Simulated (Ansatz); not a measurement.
Molecular dynamics of CH₅Cl₂NOSi

The input (input.yaml):

```yaml
crystal:
  periodic: [false, false, false]
  atoms:
    - { symbol: Si, position_ang: [-0.070005, 0.07724, 0.082379] }
    - { symbol: O, position_ang: [-0.182586, -0.22471, 1.713023] }
    - { symbol: C, position_ang: [-1.370779, -0.346124, 2.60588] }
    - { symbol: H, position_ang: [-1.762288, -1.359741, 2.48615] }
    - { symbol: H, position_ang: [-0.885654, -0.267179, 3.511305] }
    - { symbol: H, position_ang: [-2.165123, 0.418458, 2.534079] }
    - { symbol: Cl, position_ang: [2.084714, -0.060078, -0.272498] }
    - { symbol: "N", position_ang: [-0.680461, 1.596095, -0.551071] }
    - { symbol: H, position_ang: [-1.40073, 1.666077, -1.251341] }
    - { symbol: H, position_ang: [-0.476334, 2.527958, -0.121778] }
    - { symbol: Cl, position_ang: [-1.139372, -1.492274, -1.061087] }
basis:
  gaussian: { orbitals: "6-31G" }
hamiltonian:
  xc: b3lyp
md:
  timestep: 0.5
  n_steps: 150
  ensemble: nvt_langevin
  temperature: 1000.0
  initial_velocities: maxwell_boltzmann
  seed: 486565
  friction: 0.02
```

Launched with:

```bash
$ ansatz run input.yaml --threads 1 --pin off --max-ram 2048MiB --backend cpu --events-out ev --progress --plain --runs-dir out
```

It goes on from the last frame of an earlier run, with new velocities.

Output, in part (one step line in 3, the closing report, with atoms numbered from 0):

```
md step     0: t =     0.00 fs  T =   909.1 K  F+E_penalty+E_count = -37578.52863328 eV  E_kin = 1.292600 eV  (28 SCF iters)
md step     3: t =     1.50 fs  T =   776.1 K  F+E_penalty+E_count = -37578.43051874 eV  E_kin = 1.103443 eV  (31 SCF iters)
md step     6: t =     3.00 fs  T =   665.1 K  F+E_penalty+E_count = -37578.28881008 eV  E_kin = 0.945680 eV  (30 SCF iters)
md step     9: t =     4.50 fs  T =   699.4 K  F+E_penalty+E_count = -37578.36503640 eV  E_kin = 0.994487 eV  (30 SCF iters)
md step    12: t =     6.00 fs  T =   700.1 K  F+E_penalty+E_count = -37578.38668452 eV  E_kin = 0.995388 eV  (30 SCF iters)
md step    15: t =     7.50 fs  T =   665.1 K  F+E_penalty+E_count = -37578.33818426 eV  E_kin = 0.945749 eV  (31 SCF iters)
md step    18: t =     9.00 fs  T =   768.5 K  F+E_penalty+E_count = -37578.44715057 eV  E_kin = 1.092765 eV  (29 SCF iters)
md step    21: t =    10.50 fs  T =   907.3 K  F+E_penalty+E_count = -37578.54945946 eV  E_kin = 1.290041 eV  (31 SCF iters)
md step    24: t =    12.00 fs  T =   791.9 K  F+E_penalty+E_count = -37578.43456144 eV  E_kin = 1.125935 eV  (30 SCF iters)
md step    27: t =    13.50 fs  T =   735.5 K  F+E_penalty+E_count = -37578.31655747 eV  E_kin = 1.045779 eV  (31 SCF iters)
md step    30: t =    15.00 fs  T =   685.0 K  F+E_penalty+E_count = -37578.30517224 eV  E_kin = 0.973935 eV  (30 SCF iters)
md step    33: t =    16.50 fs  T =   702.8 K  F+E_penalty+E_count = -37578.17296196 eV  E_kin = 0.999274 eV  (32 SCF iters)
md step    36: t =    18.00 fs  T =   763.7 K  F+E_penalty+E_count = -37578.13375150 eV  E_kin = 1.085935 eV  (31 SCF iters)
md step    39: t =    19.50 fs  T =   733.7 K  F+E_penalty+E_count = -37578.23637562 eV  E_kin = 1.043261 eV  (31 SCF iters)
md step    42: t =    21.00 fs  T =   730.6 K  F+E_penalty+E_count = -37578.26317196 eV  E_kin = 1.038871 eV  (30 SCF iters)
md step    45: t =    22.50 fs  T =   599.2 K  F+E_penalty+E_count = -37578.32020836 eV  E_kin = 0.852044 eV  (31 SCF iters)
md step    48: t =    24.00 fs  T =   635.3 K  F+E_penalty+E_count = -37578.34107700 eV  E_kin = 0.903345 eV  (29 SCF iters)
md step    51: t =    25.50 fs  T =   612.9 K  F+E_penalty+E_count = -37578.28618408 eV  E_kin = 0.871398 eV  (30 SCF iters)
md step    54: t =    27.00 fs  T =   577.8 K  F+E_penalty+E_count = -37578.11111216 eV  E_kin = 0.821578 eV  (31 SCF iters)
md step    57: t =    28.50 fs  T =   584.5 K  F+E_penalty+E_count = -37578.10403360 eV  E_kin = 0.831028 eV  (29 SCF iters)
md step    60: t =    30.00 fs  T =   441.0 K  F+E_penalty+E_count = -37577.98316108 eV  E_kin = 0.627004 eV  (30 SCF iters)
md step    63: t =    31.50 fs  T =   522.7 K  F+E_penalty+E_count = -37578.01907674 eV  E_kin = 0.743182 eV  (31 SCF iters)
md step    66: t =    33.00 fs  T =   635.0 K  F+E_penalty+E_count = -37578.20913679 eV  E_kin = 0.902867 eV  (30 SCF iters)
md step    69: t =    34.50 fs  T =   749.5 K  F+E_penalty+E_count = -37578.26453355 eV  E_kin = 1.065736 eV  (29 SCF iters)
md step    72: t =    36.00 fs  T =   692.8 K  F+E_penalty+E_count = -37578.20714794 eV  E_kin = 0.985072 eV  (31 SCF iters)
md step    75: t =    37.50 fs  T =   866.2 K  F+E_penalty+E_count = -37578.42473359 eV  E_kin = 1.231670 eV  (30 SCF iters)
md step    78: t =    39.00 fs  T =   657.7 K  F+E_penalty+E_count = -37578.25666933 eV  E_kin = 0.935211 eV  (30 SCF iters)
md step    81: t =    40.50 fs  T =   431.0 K  F+E_penalty+E_count = -37577.95801396 eV  E_kin = 0.612847 eV  (30 SCF iters)
md step    84: t =    42.00 fs  T =   501.7 K  F+E_penalty+E_count = -37577.96589415 eV  E_kin = 0.713415 eV  (31 SCF iters)
md step    87: t =    43.50 fs  T =   639.1 K  F+E_penalty+E_count = -37578.15797494 eV  E_kin = 0.908693 eV  (30 SCF iters)
md step    90: t =    45.00 fs  T =   636.7 K  F+E_penalty+E_count = -37578.06190202 eV  E_kin = 0.905318 eV  (29 SCF iters)
md step    93: t =    46.50 fs  T =   708.9 K  F+E_penalty+E_count = -37578.23385549 eV  E_kin = 1.007949 eV  (29 SCF iters)
md step    96: t =    48.00 fs  T =   904.7 K  F+E_penalty+E_count = -37578.41700672 eV  E_kin = 1.286344 eV  (31 SCF iters)
md step    99: t =    49.50 fs  T =   869.5 K  F+E_penalty+E_count = -37578.10418547 eV  E_kin = 1.236302 eV  (30 SCF iters)
md step   102: t =    51.00 fs  T =   824.9 K  F+E_penalty+E_count = -37577.99353337 eV  E_kin = 1.172852 eV  (29 SCF iters)
md step   105: t =    52.50 fs  T =   864.6 K  F+E_penalty+E_count = -37578.12717059 eV  E_kin = 1.229321 eV  (30 SCF iters)
md step   108: t =    54.00 fs  T =   743.3 K  F+E_penalty+E_count = -37577.90363370 eV  E_kin = 1.056913 eV  (29 SCF iters)
md step   111: t =    55.50 fs  T =   749.6 K  F+E_penalty+E_count = -37577.79365883 eV  E_kin = 1.065896 eV  (30 SCF iters)
md step   114: t =    57.00 fs  T =   808.3 K  F+E_penalty+E_count = -37577.87751417 eV  E_kin = 1.149320 eV  (30 SCF iters)
md step   117: t =    58.50 fs  T =   958.8 K  F+E_penalty+E_count = -37578.12073052 eV  E_kin = 1.363313 eV  (30 SCF iters)
md step   120: t =    60.00 fs  T =  1042.1 K  F+E_penalty+E_count = -37578.20317402 eV  E_kin = 1.481773 eV  (30 SCF iters)
md step   123: t =    61.50 fs  T =   941.3 K  F+E_penalty+E_count = -37578.01923108 eV  E_kin = 1.338434 eV  (30 SCF iters)
md step   126: t =    63.00 fs  T =  1007.4 K  F+E_penalty+E_count = -37578.06760956 eV  E_kin = 1.432313 eV  (30 SCF iters)
md step   129: t =    64.50 fs  T =  1158.4 K  F+E_penalty+E_count = -37578.13286909 eV  E_kin = 1.647039 eV  (30 SCF iters)
md step   132: t =    66.00 fs  T =   895.0 K  F+E_penalty+E_count = -37577.78593847 eV  E_kin = 1.272540 eV  (30 SCF iters)
md step   135: t =    67.50 fs  T =   724.1 K  F+E_penalty+E_count = -37577.54308483 eV  E_kin = 1.029608 eV  (29 SCF iters)
md step   138: t =    69.00 fs  T =   894.0 K  F+E_penalty+E_count = -37577.69486425 eV  E_kin = 1.271139 eV  (30 SCF iters)
md step   141: t =    70.50 fs  T =   956.9 K  F+E_penalty+E_count = -37577.73902927 eV  E_kin = 1.360613 eV  (30 SCF iters)
md step   144: t =    72.00 fs  T =   724.9 K  F+E_penalty+E_count = -37577.45189854 eV  E_kin = 1.030651 eV  (31 SCF iters)
md step   147: t =    73.50 fs  T =   790.3 K  F+E_penalty+E_count = -37577.66325469 eV  E_kin = 1.123687 eV  (30 SCF iters)
md step   150: t =    75.00 fs  T =   726.6 K  F+E_penalty+E_count = -37577.86006299 eV  E_kin = 1.033161 eV  (29 SCF iters)
Total energy: -37577.86031801 eV, -1380.9608954983 hartree
Atom 0 at    -0.079065     0.178517     0.093707 Å, force    -0.711292     1.840438    -1.245333 eV/Å
Atom 1 at    -0.221081     0.140182     1.766318 Å, force    -1.223913    -1.055436     1.298171 eV/Å
Atom 2 at    -1.622545    -0.545885     2.270112 Å, force     2.377601     1.991367    -0.721106 eV/Å
Atom 3 at    -1.582555    -1.485573     1.695358 Å, force    -0.946792     0.290959     0.953756 eV/Å
Atom 4 at    -1.547897    -0.532301     3.363694 Å, force     0.160800    -0.568463    -0.398629 eV/Å
Atom 5 at    -2.270272     0.278656     1.953734 Å, force    -0.762962    -0.890063    -0.079187 eV/Å
Atom 6 at     1.953591     0.478353    -0.415873 Å, force     1.263073    -0.404613     0.063863 eV/Å
Atom 7 at    -0.809069     1.571405    -0.769820 Å, force    -1.004902    -1.585802    -1.649018 eV/Å
Atom 8 at    -1.237581     1.369454    -1.714713 Å, force     0.376469     0.201241     1.614786 eV/Å
Atom 9 at    -0.432022     2.504343    -0.768005 Å, force     0.284418     0.180156     0.500737 eV/Å
Atom 10 at    -1.031416    -1.613075    -0.728738 Å, force     0.187499     0.000215    -0.338039 eV/Å
Dipole moment:    -0.631711     0.234789     0.099327 e Å
```

All steps were run. The mean temperature of the second half is 19 % below the set value. A run of 0.075 ps of so small a system gives no equilibrium averages. Limits of this set-up: no polarisation functions.

The same pairs are bonded in the first frame and the last. Pairs count as bonded within 1.25 times the sum of covalent radii (0.12 Å more for H–H).

Last frame:

```xyz
11
Properties=species:S:1:pos:R:3
Si -0.079 0.178 0.094
O -0.221 0.140 1.766
C -1.623 -0.546 2.270
H -1.583 -1.486 1.695
H -1.548 -0.532 3.364
H -2.270 0.279 1.954
Cl 1.954 0.478 -0.416
N -0.809 1.571 -0.770
H -1.238 1.369 -1.715
H -0.432 2.504 -0.768
Cl -1.031 -1.613 -0.729
```

Run time: 15 min on 1 thread of Arm Neoverse V1, on a shared host, peak memory 0.19 GiB.
